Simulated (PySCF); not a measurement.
Input of a run (PBE0-D3(BJ)/def2-SVP geometry optimisation, gas phase (PySCF 2.14.0)), started from GFN2-xTB:
```
{"job": {"xc": "PBE0", "basis": "def2-SVP", "d3": "d3bj", "grid": 2, "kind": "geom"}, "charge": 0, "multiplicity": 1}
B     -0.979981     0.839869    -0.961066
C     -2.489763     0.782353    -0.986746
C     -3.154640    -0.005572    -0.095270
C     -2.437206    -0.769593     0.850487
C     -1.080734    -0.738475     0.885527
N     -0.343686     0.013127     0.022532
C      1.039885    -0.030477     0.153073
C      1.981310     0.110704    -0.823751
C      3.302330     0.035977    -0.331511
C      3.358087    -0.161628     1.008015
S      1.792360    -0.262195     1.712468
H     -0.318536     1.514755    -1.650808
H     -3.079609     1.356866    -1.689557
H     -4.235756    -0.066699    -0.084453
H     -2.965401    -1.392977     1.554815
H     -0.529907    -1.327509     1.607954
H      1.739808     0.251116    -1.860370
H      4.172645     0.122320    -0.956734
H      4.218992    -0.262712     1.637932
```

Output (energies in Eh, forces in Eh/bohr):
```
step   0  E = -786.49100674  max force = 0.016037
step   1  E = -786.49406750  max force = 0.002252
step   2  E = -786.49413588  max force = 0.001338
step   3  E = -786.49418897  max force = 0.001384
step   4  E = -786.49422815  max force = 0.001626
step   5  E = -786.49425796  max force = 0.001116
step   6  E = -786.49425875  max force = 0.001272
step   7  E = -786.49427180  max force = 0.000300
optimisation converged
```

Summarise the run.

The energy falls by 8.6 kJ/mol over 8 energy and gradient evaluations, the largest force component goes from 0.0160 to 3.0e-04 Eh/bohr, and the atoms move by 0.132 Å rms after alignment. The bond that changes most is B1–H12 (ring boron to B–H hydrogen), which lengthens by 0.035 Å. Bonds longer at the end by more than 0.005 Å: 17 of 20; shorter: 1. Among the dihedrals that turn most is C5–N6–C7–S11, from -32° to -44°. The energy never rose by more than 1e-6 Eh on the way. The first step brought 94 % of the lowering.

What are the final bond lengths?

B1–C2 1.512 Å, C2=C3 1.374 Å, C3–C4 1.420 Å, C4=C5 1.365 Å, C5–N6 1.371 Å, N6–C7 1.407 Å, C7–C8 1.371 Å, C8–C9 1.423 Å, C9–C10 1.369 Å, C10–S11 1.719 Å, B1–N6 1.452 Å, C7–S11 1.737 Å, B1–H12 1.205 Å, C2–H13 1.094 Å, C3–H14 1.096 Å, C4–H15 1.091 Å, C5–H16 1.093 Å, C8–H17 1.090 Å, C9–H18 1.091 Å, C10–H19 1.089 Å. Numbering counts from 1 in the input's order; the species is `B1C=CC=CN1c1cccs1`.

The run used 198 basis functions and 62 SCF cycles in all. Hardware: one thread, Arm Neoverse V1 (aarch64) (shared host). Cost: 3.0 min, 0.93 GiB resident at most.

Whether it is a minimum is left open (no frequencies). One conformer, not necessarily the lowest.
